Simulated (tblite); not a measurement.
C4H12FNSi2.
Numbering: `[CH3:1][Si@@H:2]([NH:3][SiH3:4])[C:5]1([F:6])[CH2:7][CH2:8]1` (hydrogens: H9, H10, H11 on C1; H12 on Si2; H13 on N3; H14, H15, H16 on Si4; H17, H18 on C7; H19, H20 on C8)

Computed with GFN2-xTB (tblite), gas phase: L-BFGS steps from a force-field or distance-geometry start until the largest atomic force falls under 0.01 eV/Å.

Step 31: E = -702.3273 eV
```
atom  x, y, z in Å  |  force x, y, z in eV/Å
C1      0.8429   -1.7296   -0.6044    0.051  -0.076  -0.043
Si2     0.1973   -0.1658    0.2446    0.063  -0.017   0.114
N3      1.3362    1.1160    0.0339   -0.071   0.027  -0.024
Si4     3.0554    1.0946    0.2793   -0.013   0.013   0.014
C5     -1.4603    0.3368   -0.5355   -0.019   0.022   0.044
F6     -1.3208    1.1722   -1.6319   -0.033  -0.044  -0.012
C7     -2.5949   -0.6417   -0.6244    0.057  -0.006  -0.045
C8     -2.7198    0.5663    0.2440    0.046   0.114   0.031
H9      0.0429   -2.2845   -1.0883    0.069  -0.004   0.013
H10     1.3286   -2.3950    0.1037   -0.022   0.022  -0.020
H11     1.5789   -1.4679   -1.3594   -0.050  -0.050  -0.024
H12    -0.0696   -0.4261    1.6720   -0.036   0.002   0.007
H13     0.9306    2.0265   -0.1094    0.015   0.005  -0.031
H14     3.6606    0.0556   -0.5549   -0.029  -0.009  -0.016
H15     3.3367    0.7886    1.6868    0.012   0.034  -0.015
H16     3.5418    2.4205   -0.1107   -0.052  -0.042   0.046
H17    -2.4578   -1.6019   -0.1501   -0.002   0.006  -0.037
H18    -3.1743   -0.6708   -1.5339    0.011  -0.006  -0.034
H19    -3.3602    1.3636   -0.0988   -0.060   0.032  -0.018
H20    -2.6993    0.4534    1.3150    0.062  -0.024   0.052
```

Step 32: E = -702.3297 eV
```
atom  x, y, z in Å  |  force x, y, z in eV/Å
C1      0.8453   -1.7394   -0.6029    0.050  -0.073  -0.044
Si2     0.1997   -0.1757    0.2456    0.064  -0.009   0.122
N3      1.3323    1.1122    0.0377   -0.057   0.023  -0.028
Si4     3.0523    1.1007    0.2818   -0.004   0.025   0.013
C5     -1.4551    0.3323   -0.5340   -0.043   0.043   0.021
F6     -1.3111    1.1698   -1.6262   -0.007  -0.005  -0.065
C7     -2.5989   -0.6335   -0.6280    0.038  -0.032  -0.035
C8     -2.7117    0.5727    0.2451    0.001   0.070   0.044
H9      0.0434   -2.3009   -1.0761    0.074   0.002   0.006
H10     1.3406   -2.3995    0.1036   -0.016   0.027  -0.024
H11     1.5725   -1.4748   -1.3656   -0.051  -0.064  -0.023
H12    -0.0699   -0.4398    1.6711   -0.032   0.004   0.020
H13     0.9240    2.0185   -0.1252    0.016  -0.011  -0.027
H14     3.6707    0.0710   -0.5570   -0.044  -0.001   0.007
H15     3.3298    0.7951    1.6919    0.012   0.039  -0.054
H16     3.5286    2.4310   -0.1119   -0.058  -0.065   0.064
H17    -2.4722   -1.5964   -0.1582    0.006  -0.021  -0.014
H18    -3.1824   -0.6559   -1.5350    0.027   0.010  -0.049
H19    -3.3506    1.3727   -0.0937   -0.035   0.047  -0.015
H20    -2.6927    0.4505    1.3145    0.058  -0.009   0.081
```

Step 33: E = -702.3320 eV
```
atom  x, y, z in Å  |  force x, y, z in eV/Å
C1      0.8481   -1.7487   -0.6019    0.032  -0.036  -0.022
Si2     0.2029   -0.1848    0.2485    0.035   0.000   0.081
N3      1.3278    1.1100    0.0417   -0.026   0.010  -0.023
Si4     3.0486    1.1061    0.2845   -0.010   0.021   0.004
C5     -1.4502    0.3293   -0.5324   -0.041   0.055  -0.004
F6     -1.3020    1.1672   -1.6226    0.018   0.025  -0.097
C7     -2.6010   -0.6260   -0.6316    0.006  -0.032  -0.004
C8     -2.7036    0.5796    0.2467   -0.046   0.000   0.041
H9      0.0450   -2.3156   -1.0650    0.057  -0.002  -0.006
H10     1.3510   -2.4036    0.1030    0.005   0.016  -0.015
H11     1.5661   -1.4821   -1.3718   -0.034  -0.068  -0.032
H12    -0.0718   -0.4524    1.6708   -0.025   0.003   0.042
H13     0.9182    2.0120   -0.1406    0.009  -0.023  -0.024
H14     3.6770    0.0846   -0.5594   -0.055   0.005   0.029
H15     3.3234    0.8013    1.6962    0.014   0.039  -0.077
H16     3.5154    2.4389   -0.1124   -0.054  -0.062   0.073
H17    -2.4841   -1.5915   -0.1657    0.013  -0.035   0.002
H18    -3.1886   -0.6424   -1.5366    0.052   0.028  -0.045
H19    -3.3433    1.3812   -0.0890    0.003   0.044   0.002
H20    -2.6841    0.4476    1.3151    0.047   0.013   0.077
```

Step 34: E = -702.3340 eV
```
atom  x, y, z in Å  |  force x, y, z in eV/Å
C1      0.8509   -1.7566   -0.6013    0.006   0.014   0.008
Si2     0.2062   -0.1922    0.2523   -0.015   0.008   0.014
N3      1.3236    1.1088    0.0454    0.004  -0.009  -0.014
Si4     3.0449    1.1107    0.2870   -0.026   0.003  -0.011
C5     -1.4463    0.3280   -0.5313   -0.022   0.051  -0.023
F6     -1.2939    1.1651   -1.6217    0.029   0.033  -0.090
C7     -2.6020   -0.6200   -0.6346   -0.020  -0.011   0.030
C8     -2.6973    0.5854    0.2487   -0.069  -0.060   0.024
H9      0.0472   -2.3277   -1.0559    0.027  -0.011  -0.018
H10     1.3596   -2.4069    0.1022    0.032  -0.001  -0.001
H11     1.5603   -1.4894   -1.3776   -0.008  -0.062  -0.044
H12    -0.0746   -0.4628    1.6716   -0.016   0.002   0.060
H13     0.9134    2.0068   -0.1543   -0.002  -0.028  -0.021
H14     3.6795    0.0957   -0.5613   -0.059   0.003   0.042
H15     3.3181    0.8068    1.6987    0.018   0.033  -0.075
H16     3.5032    2.4440   -0.1119   -0.040  -0.032   0.071
H17    -2.4928   -1.5881   -0.1719    0.018  -0.033   0.006
H18    -3.1924   -0.6307   -1.5387    0.075   0.038  -0.029
H19    -3.3378    1.3885   -0.0848    0.039   0.027   0.026
H20    -2.6750    0.4454    1.3169    0.031   0.036   0.046
```

Q: Estimate the geometry and energy of step 35. (The exact step hangs on the optimiser's Hessian estimate; all steps are aligned on step 34, rigid shifts and turns removed.)

A: E = -702.3360 eV, largest force 0.107 eV/Å
```
atom  x, y, z in Å  |  force x, y, z in eV/Å
C1      0.8537   -1.7641   -0.6006   -0.017   0.052   0.031
Si2     0.2090   -0.1993    0.2563   -0.068   0.011  -0.051
N3      1.3196    1.1073    0.0487    0.020  -0.023  -0.006
Si4     3.0409    1.1154    0.2893   -0.044  -0.020  -0.028
C5     -1.4431    0.3278   -0.5307   -0.002   0.033  -0.030
F6     -1.2853    1.1638   -1.6225    0.024   0.021  -0.053
C7     -2.6034   -0.6146   -0.6371   -0.029   0.014   0.053
C8     -2.6925    0.5899    0.2511   -0.060  -0.089   0.001
H9      0.0499   -2.3398   -1.0474   -0.004  -0.019  -0.022
H10     1.3687   -2.4101    0.1013    0.051  -0.013   0.010
H11     1.5544   -1.4978   -1.3841    0.014  -0.048  -0.048
H12    -0.0775   -0.4731    1.6735   -0.006   0.004   0.063
H13     0.9087    2.0009   -0.1681   -0.012  -0.032  -0.019
H14     3.6810    0.1066   -0.5621   -0.055  -0.006   0.045
H15     3.3131    0.8129    1.6997    0.025   0.023  -0.052
H16     3.4906    2.4485   -0.1100   -0.020   0.015   0.062
H17    -2.5011   -1.5854   -0.1777    0.022  -0.020   0.003
H18    -3.1948   -0.6186   -1.5414    0.090   0.041  -0.009
H19    -3.3315    1.3963   -0.0800    0.060   0.005   0.048
H20    -2.6656    0.4441    1.3196    0.013   0.053   0.003
```

The energy changes by -0.0020 eV. The first-order estimate −F·Δx gives -0.0027 eV and the mean of the old and new forces, exact on a quadratic surface, -0.0020 eV. The step makes an angle of 77° with the force vector and moves no atom by more than 0.016 Å.

The cost below is that of the whole relaxation. On one thread of an Arm Neoverse N1, shared host with 64 logical CPUs at a one-minute load of 58, this took 1.7 s of wall time.
